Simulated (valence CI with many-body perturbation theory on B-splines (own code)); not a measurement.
Level structure of Sr¹⁷⁺

Level of theory: relativistic CI+MBPT: three valence electrons over a frozen Dirac-Fock core [Ar], radial functions for each j: 9 s, 9 p, 10 d, 8 f, 5 g, 3 h, 1 i, with the one-electron correlation potential Σ1, the two-electron term Σ2, the three-electron term Σ3, Breit, model QED; selected CI, second order for the rest (own B-spline code, finite nucleus).

No measured levels were compared; by estimate terms of the open shell hold to 2 to 4 % of their energy, and close levels can change places. Core correlation moves these levels by up to 5500 cm⁻¹, and in measured spectra 5 to 20 % of such shifts remained as error; rates that hang on mixing are uncertain with them. Only levels of the ground parity were solved; by the run's estimate the other parity begins above the list, which can be wrong where configurations are misplaced.

Levels 1 to 19 of 19, with energies above the lowest level, 3d3 4F_3/2. "Leading %" is the weight of the configuration and term that name the level; weights of strongly mixed levels are sums over their largest components and can fall short. Lifetimes count E1, E2, E3, M1 and M2 decay at the calculated energies, and are blank where another channel may lead or the interval is too uncertain; long ones can be off by a factor of two.

| No. | Configuration | Term | J | E (eV) | Leading % | Lifetime | g |
| --- | --- | --- | --- | --- | --- | --- | --- |
| 1 | 3d3 | 4F | 3/2 | 0.000 | 95 |  | 0.420 |
| 2 | 3d3 | 4F | 5/2 | 1.065 | 98 | 38.1 ms | 1.030 |
| 3 | 3d3 | 4F | 7/2 | 2.195 | 97 | 31.8 ms | 1.227 |
| 4 | 3d3 | 4F | 9/2 | 3.270 | 90 | 60.3 ms | 1.309 |
| 5 | 3d3 | 4P | 3/2 | 5.929 | 64 | 10.6 ms | 1.526 |
| 6 | 3d3 | 4P | 1/2 | 6.263 | 85 | 127 ms | 2.365 |
| 7 | 3d3 | 2G | 7/2 | 7.333 | 96 | 4.07 ms | 0.899 |
| 8 | 3d3 | 2G | 9/2 | 7.749 | 51 | 4.15 ms | 1.043 |
| 9 | 3d3 | 4P | 5/2 | 7.853 | 95 | 16.8 ms | 1.580 |
| 10 | 3d3 | 2D | 3/2 | 9.033 | 53 | 1.56 ms | 1.140 |
| 11 | 3d3 | 2P | 1/2 | 9.635 | 85 | 4.58 ms | 0.968 |
| 12 | 3d3 | 2H | 11/2 | 10.532 | 100 | 13.9 ms | 1.089 |
| 13 | 3d3 | 2H | 9/2 | 10.837 | 58 | 3.09 ms | 0.996 |
| 14 | 3d3 | 2D | 5/2 | 11.039 | 94 | 2.17 ms | 1.208 |
| 15 | 3d3 | 2P | 3/2 | 12.221 | 59 | 1.73 ms | 1.171 |
| 16 | 3d3 | 2F | 7/2 | 15.087 | 98 | 3.82 ms | 1.138 |
| 17 | 3d3 | 2F | 5/2 | 15.352 | 95 | 5.14 ms | 0.871 |
| 18 | 3d3 | 2D | 5/2 | 22.969 | 95 | 682 μs | 1.188 |
| 19 | 3d3 | 2D | 3/2 | 23.217 | 100 |  | 0.799 |

Names give the largest LS component (configuration and term), which can be under half, so a name can repeat, a term be missing and a line seem to break the LS rules; names also repeat where a configuration has a term twice.

The ionisation energy to 3d2 3F_2 of the next ion comes out as 665.87 eV (NIST: 665 ± 3 eV (theoretical)). All 19 levels together are meant to be complete up to 24.144 eV.
